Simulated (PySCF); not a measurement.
Si(Cl)(F)2(NHMe) (CH4ClF2NSi), SMILES CN[Si](F)(F)Cl.

Coordinates come from a ωB97X-D3(BJ)/def2-SVP optimisation. This is a generated structure with no PubChem entry under its InChIKey; it may be hypothetical. One conformer was computed; it need not be the lowest.

The numbers are results of TDDFT-B3LYP/def2-SVPD (PySCF), not measurements.

Vertical excitations. Gas-phase values at a fixed geometry.

```csv
state,energy (eV),λ (nm),f,main pairs
S1,6.30,197,0.005,HOMO→LUMO 97 %
S2,7.12,174,0.016,HOMO→LUMO+1 94 %
S3,7.45,166,0.004,HOMO→LUMO+2 94 %
S4,7.75,160,0.006,HOMO→LUMO+3 94 %
S5,8.29,150,0.030,"HOMO→LUMO+4 80 %, HOMO−2→LUMO 14 %"
S6,8.34,149,0.040,HOMO−1→LUMO 92 %
S7,8.38,148,0.102,"HOMO−2→LUMO 78 %, HOMO→LUMO+4 15 %"
S8,8.70,143,0.017,"HOMO→LUMO+5 75 %, HOMO→LUMO+6 13 %"
S9,8.91,139,0.010,HOMO→LUMO+7 76 %
S10,9.01,138,0.012,"HOMO→LUMO+6 71 %, HOMO→LUMO+5 11 %, HOMO→LUMO+8 11 %"
T1,6.02,206,0,HOMO→LUMO 93 %
T2,6.95,178,0,HOMO→LUMO+1 95 %
T3,7.31,170,0,HOMO→LUMO+2 91 %
T4,7.55,164,0,HOMO→LUMO+3 90 %
```
Triplets are in the Tamm–Dancoff approximation, which puts them higher than full response would, so one can lie above its singlet here.
